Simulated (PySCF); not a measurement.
Work out the structure from these simulated measurements.

Formula: C9H27NSi3.

* 1H NMR: chemical shifts (computed TMS as zero) by class: 0.17 (27 H) ppm [GIAO PBE0/pcSseg-1]
* 13C NMR: chemical shifts (computed TMS as zero) by class: 5.6 (9 C) ppm [GIAO PBE0/pcSseg-1]
* Dipole: 0.04 D [CAM-B3LYP/def2-SVPD]
* UV, strongest line: among the 10 lowest singlet transitions: S8/S9 at 8.07 eV (154 nm, f = 0.146 summed over these states) [TDDFT CAM-B3LYP/def2-SVPD]
* Triplet: lowest triplet excitation (Tamm–Dancoff): 6.65 eV [TDA CAM-B3LYP/def2-SVPD]
* NMR, other nuclei: isotropic shieldings of nuclei other than C and H, by class: 213 (1 N), 347 (3 Si) ppm [GIAO PBE0/pcSseg-1]
* Polarisability: 186.1 au [CAM-B3LYP/def2-SVPD]
* Rotational structure: rotational constants A, B, C: 0.553, 0.553, 0.377 GHz [PBE0-D3(BJ)/def2-SVP]
* UV, first state: lowest singlet excitation: 6.79 eV (183 nm, f = 0.080) [TDDFT CAM-B3LYP/def2-SVPD]

Electronic properties: PySCF, gas phase, density fitting. Levels stand in brackets. NMR shifts are as computed; neighbouring signals can stand in another order in a measured spectrum. Isolated species at its PBE0-D3(BJ)/def2-SVP geometry, gas phase. NMR classes are plain means over equivalent atoms (diastereotopic ones count apart unless rotation or inversion swaps them), as if these changed places fast.

Problem. Propose a structure and show how it fits.

Solution. Numbering: `[CH3:1][Si:2]([CH3:3])([CH3:4])[N:5]([Si:6]([CH3:7])([CH3:8])[CH3:9])[Si:10]([CH3:11])([CH3:12])[CH3:13]`. Its formula, C9H27NSi3, gives 0 degrees of unsaturation, so no ring and no π bond. 9 carbons fall into 1 class: Si-methyl carbon [C1/C3/C4/C7/C8/C9/C11/C12/C13] (5.6 ppm, 9 C, up to 2.3 ppm apart in this geometry). All hydrogens form one class (0.17 ppm): methyl hydrogen. The other shieldings belong to: 213 ppm, nitrogen bridging silicon atoms [N5]; 347 ppm, four-coordinate silicon [Si2/Si6/Si10]. The optimised geometry has point group C3 and is an oblate symmetric top. Structure: `C[Si](C)(C)N([Si](C)(C)C)[Si](C)(C)C`. The assignments are read from this structure; whether some other isomer fits the data as well wasn't checked.

Conformer computed: `[CH3:1][Si:2]([CH3:3])([CH3:4])[N:5]([Si:6]([CH3:7])([CH3:8])[CH3:9])[Si:10]([CH3:11])([CH3:12])[CH3:13]`: C1–Si2–N5–Si6 -61°, Si2–N5–Si6–C7 -135°, Si2–N5–Si10–C11 180°.
